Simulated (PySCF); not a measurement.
CH3ClI2Si, SMILES C[Si](Cl)(I)I. Atoms are numbered in the order given.

```xyz
8

C     -2.1207     1.3156     0.0000
Si    -0.3557     0.7394     0.0000
Cl     0.9017     2.3733     0.0000
I      0.0924    -0.5933    -1.9971
I      0.0924    -0.5933     1.9971
H     -2.3089     1.9244     0.8973
H     -2.7998     0.4506     0.0000
H     -2.3089     1.9244    -0.8973
```
Charge 0, spin multiplicity 1.

Geometry optimised at PBE0-D3(BJ)/def2-SVP. The def2 effective core potentials stand for the cores of I; spin–orbit coupling is left out.

Calculation: PBE/def2-TZVP (PySCF).

ESP charges are fitted to the potential on shells at 1.4 to 2.0 van der Waals radii. Atomic charges (e):

```tsv
atom	ESP fit	Mulliken
C1	-0.56	-0.43
Si2	0.00	0.37
Cl3	-0.04	-0.18
I4	-0.01	-0.11
I5	-0.01	-0.11
H6	0.21	0.15
H7	0.20	0.15
H8	0.21	0.15
```

Task: Give the Mayer and Wiberg (Löwdin basis) orders of the bonds. (The exact figures need the calculation; the answer reports its results.)

Result: 
| bond | Mayer | Wiberg |
|---|---|---|
| C1–Si2 | 1.01 | 1.26 |
| Si2–Cl3 | 1.20 | 1.82 |
| Si2–I4 | 1.17 | 1.66 |
| Si2–I5 | 1.17 | 1.66 |
| C1–H6 | 0.93 | 0.88 |
| C1–H7 | 0.93 | 0.89 |
| C1–H8 | 0.93 | 0.88 |
